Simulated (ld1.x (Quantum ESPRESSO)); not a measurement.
# Which change was made? (Ne, ultrasoft)

| Item | Value |
| --- | --- |
| Element | Ne (Z = 10) |
| Generator | ld1.x (Quantum ESPRESSO) 7.5 |
| Type | ultrasoft |
| Functional | revPBE |
| Relativity | scalar-relativistic |
| Frozen core | [He] |
| Valence charge | 8 |
| Reference configuration | 2s2 2p6 |
| Partial waves | 2s (bound): rcut 0.65, rcutus 0.85 bohr; 2s channel at -1.6 Ry: rcut 0.65, rcutus 0.85 bohr; 2p (bound): rcut 0.95, rcutus 1.25 bohr; 2p channel at -0.35 Ry: rcut 0.95, rcutus 1.25 bohr; 3d channel at 0.1 Ry: rcut 0.90, rcutus 1.15 bohr; 3d channel at 0.75 Ry: rcut 0.90, rcutus 1.15 bohr |
| Local potential | all-electron potential smoothed inside 0.65 bohr (lloc = -2) |
| Core correction | a·sin(br)/r model core inside 0.85 bohr |
| Augmentation charge | PSQ, radius 0.75 bohr |

Cutoffs, loose and tight: the cutoffs (Ry, on a coarse ladder) from which the occupation-weighted sum of valence levels, in a spherical-Bessel basis at the reference potential, stays within 10 and 1 mRy of its value at 400 Ry. They do not see the model core or the augmentation charge, which bear on the density cutoff. Test errors are all-electron minus pseudo excitation energies from the reference, over the configurations 2s2 2p5; 2s2 2p4; 2s2 2p3; 2s2 2p2; 2s2 2p5.5; 2s1 2p6; variants that change the core or the reference have their own tests.

The base gives: outcome: generated, overlap not positive; bound ghosts: not determined (overlap not positive); largest test error (meV): +43.

(1) After one change the result is: outcome: generated; cutoff, loose: 35 Ry; cutoff, tight: 50 Ry; bound ghosts: none; largest test error (meV): -203. Which change was it?
A. all radii but the core radius scaled by about 1.32 (s 1.12, p 1.64, d 1.52 bohr, rcut 0.86/1.26/1.18); local potential all-electron potential smoothed inside 0.86 bohr (lloc = -2); augmentation PSQ, radius 0.98 bohr
B. all radii but the core radius scaled by about 1.13 (s 0.96, p 1.42, d 1.30 bohr, rcut 0.74/1.08/1.02); local potential all-electron potential smoothed inside 0.74 bohr (lloc = -2); augmentation PSQ, radius 0.86 bohr
C. all radii but the core radius scaled by about 0.92 (s 0.78, p 1.16, d 1.06 bohr, rcut 0.60/0.88/0.84); local potential all-electron potential smoothed inside 0.60 bohr (lloc = -2); augmentation PSQ, radius 0.70 bohr

Answers

(1) A. The others give: all radii but the core radius scaled by about 1.13 (s 0.96, p 1.42, d 1.30 bohr, rcut 0.74/1.08/1.02); local potential all-electron potential smoothed inside 0.74 bohr (lloc = -2); augmentation PSQ, radius 0.86 bohr → outcome: generated; cutoff, loose: 45 Ry; cutoff, tight: 70 Ry; bound ghosts: none; largest test error (meV): -28 | all radii but the core radius scaled by about 0.92 (s 0.78, p 1.16, d 1.06 bohr, rcut 0.60/0.88/0.84); local potential all-electron potential smoothed inside 0.60 bohr (lloc = -2); augmentation PSQ, radius 0.70 bohr → outcome: generated, overlap not positive; bound ghosts: not determined (overlap not positive); largest test error (meV): +53. A file whose overlap is not positive is unfit for use, and its test errors describe a broken file.
